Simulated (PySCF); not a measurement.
## PBE0 beside CCSD(T) along the second period: bonds to H

PBE0 and CCSD(T) in PySCF with def2-SVPD on every atom, for the lowest determinant that a PBE0 search found; no spin–orbit coupling.

| molecule | state (unpaired electrons) | PBE0 Re (Å) | PBE0 ωe (cm⁻¹) | PBE0 De (eV) | CCSD(T) Re (Å) | CCSD(T) ωe (cm⁻¹) | CCSD(T) De (eV) |
| --- | --- | --- | --- | --- | --- | --- | --- |
| LiH | singlet (closed shell) | 1.599 | 1429 | 2.32 | ? | ? | ? |
| BeH | doublet (σ ↑) | 1.352 | 2051 | 2.45 | 1.348 | 2054 | 2.01 |
| BH | singlet (closed shell) | 1.249 | 2355 | 3.49 | 1.243 | 2390 | 3.53 |
| HF | singlet (closed shell) | 0.920 | 4150 | 5.96 | 0.923 | 4116 | 5.90 |

(1) Estimate the CCSD(T) values of LiH by adding the mean shift from PBE0 to CCSD(T) of the other rows, and compare with the calculation.

(2) What are the mean differences of PBE0 from CCSD(T) over the whole series?

In a basis of this size CCSD(T) is itself not converged; it tends to give bonds that are too long and too weak.

Correlated steps freeze the inner cores (0 to 1 orbitals); shallow outer-core shells are correlated. Correlated levels converge slowly with the basis: in double zeta they bind strong bonds too weakly, by up to about 1 eV, and carry superposition errors of some tenths. Where the molecule has an RHF reference, its open-shell atoms are computed with UHF. States were picked by a PBE0 search and need not be the measured ground states.

Answers

(1) The mean shifts are -0.2 pm, +1 cm⁻¹ and -0.15 eV, which give 1.597 Å, 1430 cm⁻¹ and 2.17 eV. CCSD(T)/def2-SVPD gives Re = 1.605 Å, ωe = 1401 cm⁻¹, De = 2.38 eV.

(2) Re +0.0 pm, ωe +6 cm⁻¹, De +0.10 eV.
